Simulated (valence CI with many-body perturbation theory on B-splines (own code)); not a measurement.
**Gd31+: electric-dipole lines**

Method: relativistic CI+MBPT: five valence electrons over a frozen Dirac-Fock core [Ar] 3d10, radial functions for each j: 9 s, 9 p, 8 d, 6 f, 3 g, 1 h, with the one-electron correlation potential Σ1, the two-electron term Σ2, the three-electron term Σ3, Breit, model QED; selected CI, second order for the rest (own B-spline code, finite nucleus).

The last digits are not significant, and no measured levels were compared; by estimate large intervals hold to a few tenths of a per cent, small ones and those within an open d or f shell to about a per cent. Among the levels kept, up to 250 cm⁻¹ of a level comes from second order outside the variational space, and about a tenth of that is noise between levels of different J, which matters for small intervals.

Lines 201 to 221 of 221 in falling wavelength, among levels below 244.74 eV, chosen from the strongest by gf and those to the six lowest levels. Wavelengths and rates use the calculated energies. Electric multipoles are in the length gauge, E1 and E2 with the static RPA response of the core. Weak lines are less certain than strong ones. Lines between different terms over intervals too small for the method are left out, as are lines whose strength nearly cancels. The highest levels of a list are the least certain.

Levels are named by their leading jj configuration (3d3/2^4 stands for four electrons in 3d with j = 3/2), which in mixed levels can hold well under half, so a name can repeat and another be missing. Letters in brackets count levels of one name in rising energy.

```
λ vac (Å)                               Upper                       Lower   A (s⁻¹)  S (a.u.)
    68.66          (4s^2 4p3/2^2 4d5/2) J=1/2  (4s^2 4p1/2 4p3/2^2) J=1/2  3.40e+08  1.09e-04
    68.22          (4s^2 4p3/2^2 4d5/2) J=3/2  (4s^2 4p1/2 4p3/2^2) J=1/2  6.80e+10  4.26e-02
    68.20      (4s^2 4p3/2^2 4d3/2) J=3/2 [b]  (4s^2 4p1/2 4p3/2^2) J=3/2  1.64e+10  1.03e-02
    67.41  (4s^2 4p1/2 4p3/2 4d5/2) J=5/2 [b]  (4s^2 4p1/2^2 4p3/2) J=3/2  8.74e+10  7.93e-02
    67.40      (4s^2 4p3/2^2 4d5/2) J=5/2 [a]  (4s^2 4p1/2 4p3/2^2) J=3/2  5.00e+07  4.53e-05
    67.09  (4s^2 4p1/2 4p3/2 4d5/2) J=3/2 [b]  (4s^2 4p1/2^2 4p3/2) J=3/2  4.56e+10  2.72e-02
    66.22          (4s^2 4p3/2^2 4d5/2) J=3/2  (4s^2 4p1/2 4p3/2^2) J=5/2  3.51e+09  2.01e-03
    65.78      (4s^2 4p1/2 4p3/2 4d5/2) J=1/2  (4s^2 4p1/2^2 4p3/2) J=3/2  1.05e+10  2.95e-03
    65.11          (4s^2 4p3/2^2 4d5/2) J=1/2  (4s^2 4p1/2 4p3/2^2) J=3/2  4.39e+10  1.20e-02
    65.10      (4s^2 4p3/2^2 4d5/2) J=5/2 [b]  (4s^2 4p1/2 4p3/2^2) J=5/2  1.42e+10  1.16e-02
    64.72          (4s^2 4p3/2^2 4d5/2) J=3/2  (4s^2 4p1/2 4p3/2^2) J=3/2  6.67e+07  3.57e-05
    63.64      (4s^2 4p3/2^2 4d5/2) J=5/2 [b]  (4s^2 4p1/2 4p3/2^2) J=3/2  1.66e+10  1.27e-02
    60.85                  (4s 4p3/2^4) J=1/2  (4s^2 4p1/2^2 4p3/2) J=3/2  1.00e+08  2.22e-05
    58.88          (4s^2 4p3/2^2 4d3/2) J=1/2  (4s^2 4p1/2^2 4p3/2) J=3/2  5.40e+08  1.09e-04
    58.71      (4s^2 4p3/2^2 4d3/2) J=3/2 [a]  (4s^2 4p1/2^2 4p3/2) J=3/2  5.05e+07  2.02e-05
    58.52          (4s^2 4p3/2^2 4d3/2) J=5/2  (4s^2 4p1/2^2 4p3/2) J=3/2  3.18e+08  1.89e-04
    56.30      (4s^2 4p3/2^2 4d3/2) J=3/2 [b]  (4s^2 4p1/2^2 4p3/2) J=3/2  1.81e+08  6.39e-05
    55.76      (4s^2 4p3/2^2 4d5/2) J=5/2 [a]  (4s^2 4p1/2^2 4p3/2) J=3/2  1.40e+09  7.18e-04
    54.18          (4s^2 4p3/2^2 4d5/2) J=1/2  (4s^2 4p1/2^2 4p3/2) J=3/2  7.45e+08  1.17e-04
    53.91          (4s^2 4p3/2^2 4d5/2) J=3/2  (4s^2 4p1/2^2 4p3/2) J=3/2  1.30e+09  4.02e-04
    53.16      (4s^2 4p3/2^2 4d5/2) J=5/2 [b]  (4s^2 4p1/2^2 4p3/2) J=3/2  7.17e+08  3.19e-04
```
